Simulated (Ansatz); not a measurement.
Geometry optimisation, RKS PBE-D4/def2-SVP (Ansatz).

Input file:

```yaml
crystal:
  periodic: [false, false, false]
  atoms:
    - { symbol: As, position_ang: [0.54273, -1.57336, 0.38243] }
    - { symbol: In, position_ang: [0.21569, 0.97615, -0.02346] }
    - { symbol: H, position_ang: [1.14822, -1.21926, 1.72233] }
    - { symbol: H, position_ang: [1.90924, -1.43577, -0.24685] }
    - { symbol: H, position_ang: [0.48797, 1.83007, -1.5429] }
    - { symbol: H, position_ang: [-0.32891, 2.16443, 1.16808] }
basis:
  gaussian: { orbitals: def2-SVP }
hamiltonian:
  xc: pbe
  dispersion: d4
relax:
  f_tol: 0.015
  max_steps: 40
```

Launched with:

```bash
$ ansatz run input.yaml --threads 1 --pin off --max-ram 2048MiB --backend cpu --events-out ev --progress --plain --runs-dir out
```

**Question.** Where does it end, and by what steps?

**Answer.** The forces met the threshold. After 4 steps the energy has fallen by 0.087 eV; H5 moved furthest, 0.14 Å.

```json
{"step": "0", "energy less start (eV)": "0.0000", "largest force component (eV/Å)": "0.660", "accepted": "yes"}
{"step": "1", "energy less start (eV)": "-0.0679", "largest force component (eV/Å)": "0.284", "accepted": "yes"}
{"step": "2", "energy less start (eV)": "-0.0861", "largest force component (eV/Å)": "0.042", "accepted": "yes"}
{"step": "3", "energy less start (eV)": "-0.0867", "largest force component (eV/Å)": "0.025", "accepted": "yes"}
{"step": "4", "energy less start (eV)": "-0.0873", "largest force component (eV/Å)": "0.009", "accepted": "yes"}
```

```xyz
6
Properties=species:S:1:pos:R:3
As 0.531 -1.495 0.386
In 0.226 1.084 -0.027
H 1.156 -1.219 1.767
H 1.905 -1.453 -0.312
H 0.542 1.733 -1.622
H -0.385 2.093 1.267
```

Whether the end is a true minimum wasn't checked by a vibrational analysis.

The run took 27 s on 1 CPU thread of a shared host.
